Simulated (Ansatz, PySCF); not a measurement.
Spin states of FeHO (SMILES [OH][Fe]), each relaxed with B3LYP-D3(BJ)/def2-TZVP.
State 1 (charge 0, multiplicity 4):
| atom | x (Å) | y (Å) | z (Å) |
|---|---|---|---|
| Fe | -0.8548 | -0.6720 | -0.8413 |
| O | 0.2747 | -0.1017 | 0.4115 |
| H | 0.5469 | 0.8211 | 0.3594 |
State 2 (charge 0, multiplicity 6):
```xyz
3

Fe    -0.8999    -0.7508    -0.8660
O      0.2410    -0.0362     0.3370
H      0.6258     0.8344     0.4588
```

| level | energy of the multiplicity-6 state less that of the multiplicity-4 state (eV) | cost |
|---|---|---|
| SVWN5/def2-TZVPP | 0.228 | ×0.5 |
| PBE/def2-TZVPP | 0.113 | ×1 |
| PBE-D3(BJ)/def2-TZVPP | 0.113 | ×1 |
| PBE-D4/def2-TZVPP | 0.113 | ×1 |
| BLYP/def2-TZVPP | 0.293 | ×1 |
| BLYP-D3(BJ)/def2-TZVPP | 0.293 | ×1 |
| BLYP-D4/def2-TZVPP | 0.293 | ×1 |
| r2SCAN/def2-TZVPP | -0.157 | ×4 |
| r2SCAN-D3(BJ)/def2-TZVPP | -0.157 | ×4 |
| r2SCAN-D4/def2-TZVPP | -0.157 | ×4 |
| B97M-V/def2-TZVPP | -0.101 | ×6 |
| B3LYP/def2-TZVPP | 0.033 | ×2 |
| B3LYP-D3(BJ)/def2-TZVPP | 0.033 | ×2 |
| B3LYP-D4/def2-TZVPP | 0.033 | ×2 |

The rows run from -0.157 (r2SCAN-D4/def2-TZVPP) to 0.293 eV (BLYP-D3(BJ)/def2-TZVPP). The dispersion term adds 0.000 in PBE-D3(BJ), 0.000 in PBE-D4, 0.000 in BLYP-D3(BJ). The 6 functionals in def2-TZVPP without D3 or D4 span 0.450, from r2SCAN to BLYP.

Singlets are restricted, other states unrestricted; no spin–orbit coupling, no relativity up to Kr; see below for the cores. The largest T1 diagnostic is 0.031.

Doubts at one or more of the structures used: a spin-contaminated determinant (SVWN5/def2-TZVPP, PBE/def2-TZVPP, PBE-D3(BJ)/def2-TZVPP, PBE-D4/def2-TZVPP, BLYP/def2-TZVPP, BLYP-D3(BJ)/def2-TZVPP, BLYP-D4/def2-TZVPP, r2SCAN/def2-TZVPP, r2SCAN-D3(BJ)/def2-TZVPP, r2SCAN-D4/def2-TZVPP, B97M-V/def2-TZVPP, B3LYP/def2-TZVPP, B3LYP-D3(BJ)/def2-TZVPP, B3LYP-D4/def2-TZVPP).

Programs: Ansatz (an electronic-structure program) with Gaussian orbitals; PySCF for the dispersion terms. Values without a source in brackets are computed.

Costs are rough ratios of core time to PBE/def2-TZVPP (about 30 s over the structures, on one shared machine); a dash marks a level with no comparable run of its own.
